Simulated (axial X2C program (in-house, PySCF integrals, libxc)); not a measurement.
## Excited states of CsF by EOM-EE-CCSD

Computed with an axial X2C code built on PySCF integrals: two-component X2C with atomic mean-field Coulomb and Gaunt terms, Gaussian nuclei, basis Cs dyall-acv3z, F dyall-av3z with contracted cores.

R = 2.338 Å (near the PBE0 minimum at charge 0 of the determinant lowest at the starting distance; the state shown can have its own minimum elsewhere).

Hartree–Fock spinors of CsF (one of each Kramers pair; a window near the gap, which can cut inner shells):

```
  ω  occupied  ε (eV)                   character
1/2       yes  -18.64            93% Cs p, 5% F p
1/2       yes  -17.01           83% Cs p, 14% F p
3/2       yes  -16.88                    98% Cs p
1/2       yes  -11.75            96% F p, 2% Cs d
3/2       yes  -11.69            95% F p, 2% Cs d
1/2       yes  -11.16  78% F p, 14% Cs p, 5% Cs d
1/2        no   -0.11          69% Cs s, 31% Cs p
1/2        no    0.12                    99% Cs p
3/2        no    0.12                    99% Cs p
1/2        no    0.19          82% Cs p, 18% Cs s
1/2        no    0.33          79% Cs s, 19% Cs p
1/2        no    0.43          90% Cs p, 10% Cs d
```

Vertical excitation energies from the closed-shell determinant state of CsF:

```tsv
Ω	excitation (eV)	cm⁻¹	hole of the leading pair	particle of the leading pair	weight of the pair (for Ω = 0 its time-reversed partner can hold as much again)	singles weight
0⁻	6.297	50789	82% F pσ, 10% Cs pσ	84% Cs sσ, 16% Cs pσ	0.46	0.93
1	6.297	50790	82% F pσ, 10% Cs pσ	84% Cs sσ, 16% Cs pσ	0.93	0.93
0⁺	6.325	51013	83% F pσ, 9% Cs pσ	84% Cs sσ, 15% Cs pσ	0.46	0.93
2	6.800	54848	96% F pπ	85% Cs sσ, 14% Cs pσ	0.93	0.93
1	6.803	54867	96% F pπ	85% Cs sσ, 14% Cs pσ	0.92	0.93
0⁻	6.838	55153	96% F pπ	85% Cs sσ, 14% Cs pσ	0.49	0.93
0⁺	6.838	55153	96% F pπ	85% Cs sσ, 14% Cs pσ	0.50	0.93
1	6.841	55174	96% F pπ	85% Cs sσ, 14% Cs pσ	0.92	0.93
0⁻	7.437	59987	83% F pσ, 9% Cs pσ	70% Cs pπ, 30% Cs dπ	0.71	0.93
1	7.439	60003	83% F pσ, 9% Cs pσ	70% Cs pπ, 29% Cs dπ	0.91	0.93
2	7.455	60126	83% F pσ, 9% Cs pσ	71% Cs pπ, 29% Cs dπ	0.93	0.93
```

This point took 91 s on 1 thread of Arm Neoverse V1, with other jobs on the host.

Reference electrons by ω block (each with its −ω partner): 1/2: 21, 3/2: 9, 5/2: 2. 16 electrons of CsF correlated (inner shells frozen), 88 natural virtual spinors (a truncated set); levels can be off by some tenths of an eV. Roots sought by Ω: (0: 5, 1: 4, 2: 3, 3: 1); rows need 60 % singles weight and stop where some Ω has no more roots. Missing are any skipped roots, higher Ω and states of a further excitation; these come out far too high here and may in truth be low or lowest. T1 of the reference 0.011 (Lee–Taylor). Some roots did not converge and are left out. Number of frozen shells: Cs 4 s, 3 p, 2 d; F 1 s.
